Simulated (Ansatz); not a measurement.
`C[CH]([SiH3])[InH2]` + `BBC` → `BB[CH2][InH2]` + `CC[SiH3]`  (formal exchange of groups at the In–C bond)

Calculated with Ansatz (gas phase, PBE0-D4/def2-TZVP geometries, no zero-point term in ΔE). CBS: MP2 limit from def2 TZ/QZ plus the TZ coupled-cluster correction, frozen cores. Functionals use def2-TZVPP. def2 core potentials past Kr. For In outer-core shells are correlated without core-valence functions, which leaves a few kJ/mol of doubt a bond. Each species was taken in one conformer, which may not be the lowest.

`C[CH]([SiH3])[InH2]`:

Cartesian coordinates in Å:
```
C 0.062 -0.591 -1.471
C -0.483 -0.043 -0.149
Si 0.211 1.637 0.266
In -0.136 -1.384 1.528
H -0.372 -1.560 -1.733
H 1.146 -0.731 -1.431
H -0.142 0.088 -2.307
H -1.573 0.077 -0.195
H 0.044 2.608 -0.855
H -0.449 2.196 1.479
H 1.673 1.541 0.551
H -1.029 -1.215 2.996
H 1.050 -2.625 1.320
```

`BBC`:

Z-matrix (Å, degrees):
```
C
B 1 1.564
H 1 1.091 2 116.3
H 1 1.100 2 106.4 3 120.0
H 1 1.095 2 111.4 3 -126.3
B 2 1.639 1 128.0 3 -9.5
H 2 1.210 1 116.2 3 172.3
H 6 1.201 2 122.0 1 93.1
H 6 1.201 2 122.4 1 -89.2
```

`BB[CH2][InH2]`:

Cartesian coordinates in Å:
```
B 0.186 1.363 0.944
B 0.711 0.624 -0.446
C 1.027 -0.817 -0.673
In -1.194 -0.957 -0.094
H -0.934 1.203 1.399
H 0.810 2.185 1.550
H 0.538 1.342 -1.408
H 1.387 -1.467 0.123
H 1.265 -1.192 -1.667
H -2.485 -0.347 -1.041
H -1.310 -1.937 1.312
```

`CC[SiH3]`:

Z-matrix (Å, degrees):
```
C
C 1 1.526
H 1 1.093 2 111.4
H 1 1.093 2 111.6 3 120.1
H 1 1.093 2 111.4 3 -119.8
Si 2 1.876 1 113.4 3 59.9
H 2 1.095 1 110.5 3 -178.6
H 2 1.095 1 110.5 3 -61.7
H 6 1.489 2 110.4 1 -59.6
H 6 1.489 2 110.4 1 59.7
H 6 1.489 2 111.1 1 -180.0
```

CCSD(T)/CBS gives -10.8 kcal/mol.

Another level gave -9.4 kcal/mol. Which?
A. CAM-B3LYP-D4/def2-TZVPP
B. LDA (SPW92)/def2-TZVPP
C. PBE0-D4/def2-TZVPP
D. CCSD/def2-TZVPP

D. CCSD/def2-TZVPP -9.4, LDA (SPW92) -14.3, CAM-B3LYP-D4 -8.3, PBE0-D4 -10.5 kcal/mol.

Largest T1 diagnostic among the species: 0.014.

Leaving LDA and LC-ωPBE aside and taking each functional with its dispersion term where it has one, the values, not all of them listed here, spread over 3.8 kcal/mol, from PBE-D4 to BHLYP-D4. LDA lies −2.9 kcal/mol from PBE without D4. In def2-TZVPP, CCSD(T) changes the Hartree–Fock value by −6.5 kcal/mol (the triples alone add −1.2 kcal/mol) and MP2 by −6.8 kcal/mol. From BLYP to BHLYP (50 % exact exchange), in def2-TZVPP and without D4, ΔE moves by +1.0 kcal/mol.

CCSD(T)/CBS has its own doubt, a few kJ/mol and more with outer-core shells, so smaller differences from it don't rank the levels.
